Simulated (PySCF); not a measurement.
# How methods differ on the ionisation energy of Ho⁴⁴⁺

Ho⁴⁴⁺ [Ar] 3d5 (6S) → Ho⁴⁵⁺ [Ar] 3d4 (5D), as a difference of total energies. All numbers are calculated (PySCF 2.14, scalar relativity by spin-free X2C-1e, in an uncontracted even-tempered set (18 s from 8.8 bohr⁻², ratio 2.5; 13 p from 11 bohr⁻², ratio 2.5; 8 d from 11 bohr⁻², ratio 2.5; 4 f from 45 bohr⁻², ratio 2.7; 3 g from 67 bohr⁻², ratio 2.7)). Correlated levels: outer shells: [Ne] frozen; virtual orbitals above 40 to 60 times the deepest correlated orbital energy dropped. The calculations carry no spin-orbit coupling.

| method | ionisation energy (eV) |
| --- | --- |
| UHF | 3630.3 |
| LDA | 3626.9 |
| PBE | 3626.4 |
| PBE0 | 3627.8 |
| r2SCAN | 3628.5 |
| revPBE | 3626.4 |
| TPSSh | 3626.1 |
| MP2 (outer shells) | 3630.6 |
| SCS-MP2 (outer shells) | 3630.1 |

Spin-orbit coupling is strong in these open shells (close to jj coupling). The scalar numbers leave it out and a first-order estimate fails, so it can dominate the gap to the real levels.

Breit and QED terms and the two-electron picture change are absent.

For comparison: 3592 ± 4 eV (theoretical estimate listed by NIST; NIST Atomic Spectra Database, ionization energies).
